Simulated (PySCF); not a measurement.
C6H12N2.
Cartesian coordinates in Å at the PBE0-D3(BJ)/def2-SVP level; atoms count from 1:
```
atom  x, y, z in Å
C1     2.725    0.321   -0.677
C2     1.619   -0.427   -0.822
N3     0.552   -0.550    0.055
N4     0.390    0.415    1.069
C5    -0.334    1.518    0.437
C6    -1.355    0.767   -0.433
C7    -0.795   -0.683   -0.496
C8    -1.615   -1.671    0.314
H9     3.528    0.250   -1.410
H10    2.873    1.003    0.164
H11    1.528   -1.101   -1.682
H12    1.293    0.661    1.465
H13    0.312    2.158   -0.192
H14   -0.803    2.148    1.207
H15   -2.360    0.776    0.015
H16   -1.434    1.217   -1.432
H17   -0.709   -1.031   -1.535
H18   -1.166   -2.674    0.272
H19   -1.647   -1.351    1.366
H20   -2.646   -1.731   -0.068
```

The closed-shell ground state was solved at several levels (PySCF, density fitting, gas phase, non-relativistic).

```
            level  basis functions  HOMO (eV)  LUMO (eV)  gap (eV)  dipole (D)
     KT2/pcSseg-1              196      -4.44      -0.12      4.32        1.45
wB97X-D/def2-SVPD              256      -7.37       2.31      9.68        1.48
```

**Question.** Estimate the row for PBE0/pcSseg-1, a basis of 196 functions; the other rows only guide the guess.

**Answer.** HOMO -5.52 eV, LUMO 0.89 eV, gap 6.41 eV, dipole 1.55 D.

**Question.** Over all these levels, which gives the widest orbital gap and which the narrowest?

**Answer.** wB97X-D/def2-SVPD (range-separated hybrid) has the widest, 9.68 eV, and KT2/pcSseg-1 (GGA) the narrowest, 4.32 eV. Functional and basis both differ between the two, so the spread mixes both effects.

**Question.** How far do the dipole and the HOMO energy spread over the levels?

**Answer.** The dipole runs from 1.45 to 1.55 D (mean 1.49 D) and the HOMO from -7.37 to -4.44 eV.

One conformer stands for the species.
